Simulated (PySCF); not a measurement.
Nuclear quadrupole coupling in `C[SiH2]C[Si@H](N)F`

C2H10FNSi2.
SMILES with atom numbers: `[CH3:1][SiH2:2][CH2:3][Si@H:4]([NH2:5])[F:6]` (hydrogens: H7, H8, H9 on C1; H10, H11 on Si2; H12, H13 on C3; H14 on Si4; H15, H16 on N5)

Structure used (GFN2-xTB), in Å, numbered top down from 1:
```xyz
16
C2H10FNSi2 angstrom
C      2.2224   -0.4679    0.5525
Si     1.2181    0.8874   -0.3108
C     -0.2767    0.1158   -1.2085
Si    -1.5812   -0.7000   -0.1147
N     -2.2293    0.4864    0.9412
F     -0.9174   -1.7720    0.8948
H      2.6336   -1.1714   -0.1667
H      3.0529   -0.0513    1.1146
H      1.6024   -1.0314    1.2426
H      0.7715    1.9026    0.6525
H      2.0552    1.5488   -1.3298
H      0.0902   -0.6247   -1.9188
H     -0.7587    0.8878   -1.8063
H     -2.5262   -1.5301   -0.8629
H     -2.6051    1.3390    0.5652
H     -2.7593    0.1900    1.7439
```

Field gradients from the PBE0/pcSseg-1 density (PySCF, non-relativistic), principal values in atomic units, ordered |Vxx| ≤ |Vyy| ≤ |Vzz|:

| atom | Vxx | Vyy | Vzz |
| --- | --- | --- | --- |
| N5 | 0.2971 | 0.6234 | -0.9205 |

Find the asymmetry η = (Vxx − Vyy)/Vzz and the couplings χ = eQV/h (234.96 MHz × Q in barn × V in au), with Q(14N) = 0.02044 b.

```json
{"atom": "N5", "environment": "silicon-bound nitrogen", "nucleus": "14N", "η": "0.35", "χzz (MHz)": "-4.421", "χxx (MHz)": "1.427", "χyy (MHz)": "2.994"}
```

The tensor is traceless: Vxx + Vyy + Vzz = 0.

What is Vzz at N5 in SI units (1 au = 9.71736 × 10²¹ V/m²)?

-0.9205 au = -8.945 × 10²¹ V/m².

Were the hydrogens deuterons (Q(2H) = 0.00286 b), χzz would run from 104 kHz (H11) to 293 kHz (H15).

One conformer (not necessarily the lowest) at the GFN2-xTB geometry, without solvent, vibrations or thermal averaging. GFN2-xTB bond lengths can be off by several hundredths of an ångström, more for odd bonds, and the gradients follow them. A larger basis could move these couplings by a tenth or more.
